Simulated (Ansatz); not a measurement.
CHBF₂Te, SMILES `FC1(F)B[Te]1`, relaxed with RKS PBE0-D4/def2-TZVP in Ansatz from a PBE-D4/def2-SVP geometry. The force threshold is 0.005 eV/Å; the program also tests the step.

Total charge 0; spin multiplicity 1. Te: def2 effective core potential.

Start:

```xyz
6

F     1.291    0.227   -1.201
C     0.406    0.433   -0.226
F     0.467    1.709    0.155
B    -0.787   -0.493    0.060
Te    0.518   -1.148    1.568
H    -1.895   -0.728   -0.356
```

| step | energy (eV) | largest force (eV/Å) | largest move (Å) |
| --- | --- | --- | --- |
| 1 | -14451.5695 | 0.693 | 0.000 |
| 2 | -14451.6144 | 0.335 | 0.089 |
| 3 | -14451.6199 | 0.190 | 0.033 |
| 4 | -14451.6223 | 0.116 | 0.010 |
| 5 | -14451.6230 | 0.054 | 0.007 |
| 6 | -14451.6231 | 0.008 | 0.003 |
| 7 | -14451.6231 | 0.004 | 0.001 |

End:

```xyz
6

F     1.281    0.213   -1.178
C     0.412    0.403   -0.190
F     0.464    1.682    0.167
B    -0.805   -0.489    0.045
Te    0.540   -1.088    1.516
H    -1.892   -0.722   -0.360
```

Hardware: 2 threads of an Intel Xeon on a shared host. Wall time 2.2 min, peak host memory 0.43 GiB.
